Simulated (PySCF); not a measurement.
C5H9BF2O.
Z-matrix (Å and degrees, PBE0-D3(BJ)/def2-SVP geometry), rows numbered from 1:
```
F 
C   1  1.3456
F   2  1.3322  1  107.90
O   2  1.3606  1  109.85  3   117.66
B   4  1.3695  2  121.50  1    68.67
C   5  1.5702  4  123.15  2  -179.38
C   6  1.5367  5  102.71  4   169.62
C   7  1.5343  6  105.53  5    30.49
C   8  1.5365  7  105.51  6   -40.16
H   2  1.1042  1  108.47  3  -118.34
H   6  1.1005  5  115.85  4    43.12
H   6  1.1085  5  106.50  4   -74.34
H   7  1.1043  6  109.29  5   -86.73
H   7  1.1013  6  113.83  5   154.35
H   8  1.1014  7  112.69  6  -164.71
H   8  1.1045  7  109.19  6    77.15
H   9  1.1083  5  106.09  4   -77.31
H   9  1.1019  5  117.49  4    40.41
```

Computed at PBE0/pcSseg-1 (PySCF, non-relativistic), with Q(17O) = −0.0256 b, Q(11B) = 0.04059 b: O4, 17O (I = 5/2): χzz = -8.980 MHz, η = 0.057; B5, 11B (I = 3/2): χzz = 4.491 MHz, η = 0.433.

Find the zero-field quadrupole resonance frequencies of 17O at O4.

From the eigenvalues of H = χ/[4I(2I − 1)] × [3Iz² − I(I + 1) + η(Ix² − Iy²)], steps between neighbouring levels, labelled as for η = 0: ±1/2↔±3/2 1.352 MHz, ±3/2↔±5/2 2.692 MHz (boron-bound oxygen).

Where would the pure quadrupole (NQR) lines of 11B at B5 fall for the rigid, isolated species?

From ν = (|χ|/2)√(1 + η²/3): ν = 2.314 MHz (three-coordinate boron).

In a crystal, neighbours and librations shift these lines. The basis is small and wasn't made for field gradients, so the couplings can be 20 % off.

One conformer stands for the species.
